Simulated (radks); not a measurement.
Sn, 50 electrons, occupied as [Kr] 4d8 5s2 5p2 6s2 (not the ground configuration).

All-electron calculation, Dirac Kohn-Sham, PBEsol, spin-unpolarised, spherical densities, finite nucleus; open shells fill j = l - 1/2 first; Fermi nuclear charge, rms radius 4.6519 fm. Program: a radial shooting solver on a logarithmic mesh with Libxc functionals.

Energy parts (Ry):
part                        energy
total                 -12347.36736
kinetic                13000.87822
electron-nucleus      -29905.33317
Hartree                 4879.78354
exchange-correlation    -322.69595

Orbitals (lengths in bohr, moments of r in powers of bohr; r(90%) holds 90 % of the orbital's charge):
orbital  occ.  eigenvalue (Ry)  r(90%)     <r^2>      <r^4>
1s1/2       2        -2131.576  0.0522  0.001144  3.411e-06
2s1/2       2        -323.2490   0.194   0.01853  0.0005921
2p1/2       2        -302.1099   0.173   0.01377  0.0003815
2p3/2       4        -285.1739   0.181   0.01507  0.0004484
3s1/2       2        -63.75970   0.499    0.1317    0.02650
3p1/2       2        -55.17273   0.497    0.1266    0.02570
3p3/2       4        -52.07781   0.513    0.1351    0.02917
3d3/2       4        -36.89185   0.493    0.1160    0.02487
3d5/2       6        -36.25236   0.498    0.1185    0.02588
4s1/2       2        -11.40194    1.17    0.7435     0.8172
4p1/2       2         -8.51469    1.25    0.8304      1.055
4p3/2       4         -7.93775    1.29    0.8854      1.201
4d3/2       4         -3.35532    1.58     1.249      2.701
4d5/2       4         -3.27000    1.60     1.277      2.827
5s1/2       2         -1.52815    3.01     4.888      35.94
5p1/2       2         -0.88181    3.61     6.820      73.79
5p3/2       0         -0.81692    3.75     7.335      85.61
6s1/2       2         -0.20307    8.16     36.15       1927

The highest occupied level is 6s1/2 at -2.763 eV. The configuration is held as typed, so some empty levels lie below it. Summed over all electrons, <r^2> = 114.9 bohr^2, which gives a Langevin (diamagnetic) susceptibility term of -91 x 10^-6 cm^3/mol. The density falls to 0.001 e/bohr^3 at r = 5.90 bohr.
